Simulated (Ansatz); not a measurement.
Consider the redistribution: `[OH][Hf]([Cl])([Cl])[Cl]` + `[F][Ge]([F])([F])[SeH]` → `[OH][Hf]([Cl])([Cl])[SeH]` + `[F][Ge]([F])([F])[Cl]`.

Program: Ansatz. Geometries: PBE0-D4/def2-TZVP. ΔE: electronic, gas phase. CCSD(T)/CBS is the MP2 limit (def2-TZVPP, def2-QZVPP) plus CCSD(T) − MP2 in def2-TZVPP, frozen cores. Elements past krypton have def2 core potentials. For Ge, Hf, Se outer-core shells are correlated without core-valence functions, which leaves a few kJ/mol of doubt a bond. Scalar relativity is left out up to krypton. One conformer a species, not always the lowest.

```tsv
species	CCSD(T)/CBS(def2) energy (Eh)
`[OH][Hf]([Cl])([Cl])[Cl]`	-1503.31799
`[F][Ge]([F])([F])[SeH]`	-4776.93734
`[OH][Hf]([Cl])([Cl])[SeH]`	-3444.81206
`[F][Ge]([F])([F])[Cl]`	-2835.42086
```

Q: Work out ΔE.

A: ΔE = (-3444.81206) + (-2835.42086) − (-1503.31799) − (-4776.93734) = 0.02241 Eh = +0.61 eV.

Largest T1 diagnostic among the species: 0.014.

In def2-TZVPP, CCSD(T) changes the Hartree–Fock value by −0.05 eV (the triples alone add −0.01 eV) and MP2 by −0.07 eV.
